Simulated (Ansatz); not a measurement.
Z-matrix (Å, degrees):
```
Si
N 1 1.767
Si 1 2.346 2 111.8
H 1 1.489 2 108.8 3 -120.3
H 1 1.484 2 107.5 3 121.7
B 2 1.414 1 121.7 3 -122.8
Si 2 1.737 1 119.9 3 53.6
H 3 1.489 1 107.9 2 178.0
H 3 1.486 1 110.7 2 58.6
H 3 1.487 1 110.9 2 -63.0
H 6 1.197 2 120.1 1 -1.6
H 6 1.200 2 119.1 1 178.4
Cl 7 2.055 2 110.3 1 -87.6
H 7 1.475 2 110.5 1 153.0
H 7 1.481 2 108.7 1 28.9
```

Total charge 0; spin multiplicity 1.

Q: List the ωB97M-V/def2-TZVPP orbital energies in eV (the Gaussian-basis code of Ansatz). (An estimate is asked.)

A: Ansatz gave: Occupied: -2772.03, -1808.44, -1807.53, -1806.93, -394.86, -262.44, -199.90, -199.79, -199.79, -188.10, -149.38, -148.58, -148.06, -103.54, -103.48, -103.46, -102.71, -102.68, -102.67, -102.17, -102.16, -102.16, -27.15, -25.89, -18.99, -18.44, -17.43, -16.12, -14.43, -13.96, -13.92, -13.04, -12.71, -12.33, -12.13, -11.88, -11.70, -11.35, -11.11, -10.16. Lowest empty: 0.98, 1.43, 1.78, 2.05, 2.20, 2.38, 2.68, 3.07.
